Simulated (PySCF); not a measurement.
C₄H₆ClF, SMILES C[C@@H](F)/C=C\Cl.

Geometry optimised at TPSSh-D3(BJ)/def2-SVP. The structure was generated by enumeration; whether it is a known compound was not checked. The values are those of a single conformer.

Two levels are set side by side: TDDFT-PBE/def2-SVPD (PySCF) and TDDFT-CAM-B3LYP/def2-SVPD (PySCF). Vertical, same geometry. The lowest singlet is HOMO→LUMO 58 %, HOMO−1→LUMO 30 % with PBE and HOMO→LUMO 80 % with the other functional; states are paired by order. Differences are taken from unrounded values.

| quantity | TDDFT-PBE |
|---|---|
| lowest singlet excitation (eV) | 6.00 |
| lowest triplet excitation (TDA) (eV) | 4.11 |
| first bright state (f over 0.05) (eV) | 6.00 |
| its oscillator strength | 0.11 |

Question: These are the TDDFT-PBE values. What does TDDFT-CAM-B3LYP give? (Estimate from the structure and the level; the computed values follow.)

Answer: 
```json
[
 {"quantity": "lowest singlet excitation (eV)", "TDDFT-CAM-B3LYP": "6.70", "TDDFT-PBE minus TDDFT-CAM-B3LYP": "-0.69"},
 {"quantity": "lowest triplet excitation (TDA) (eV)", "TDDFT-CAM-B3LYP": "4.09", "TDDFT-PBE minus TDDFT-CAM-B3LYP": "0.02"},
 {"quantity": "first bright state (f over 0.05) (eV)", "TDDFT-CAM-B3LYP": "6.70", "TDDFT-PBE minus TDDFT-CAM-B3LYP": "-0.69"},
 {"quantity": "its oscillator strength", "TDDFT-CAM-B3LYP": "0.23", "TDDFT-PBE minus TDDFT-CAM-B3LYP": "-0.12"}
]
```

Functionals without exact exchange tend to place singlet excitations lower, as here. Differences between two approximate levels are no errors against the true value.

Rough cost on one machine, each run with all the roots and properties that it gave: TDDFT-CAM-B3LYP against TDDFT-PBE about 8 times.
